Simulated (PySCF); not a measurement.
Ionisation energy of Sn³⁺ by level of theory

Sn³⁺ [Kr] 4d10 5s1 [5s1/2^1, M_J = 1/2] → Sn⁴⁺ [Kr] 4d10, as a difference of total energies. Calculation: PySCF 2.14, in x2c-QZVPPall-2c (13s13p9d4f1g, 134 functions); the two-component X2C-1e Hamiltonian. Correlated levels: [Ar] 3d10 frozen; the 26 highest virtual spinors dropped. "Screened" scales the spin-orbit matrix elements by Boettger's factors to mimic the two-electron term; Breit and QED terms are absent.

```
                    method  ionisation energy (eV)  error (eV)
 GHF (screened spin-orbit)                  39.291      -1.449
GMP2 (screened spin-orbit)                  40.777      +0.037
```

Reference: 40.74 ± 0.04 eV (measured; NIST Atomic Spectra Database, ionization energies).
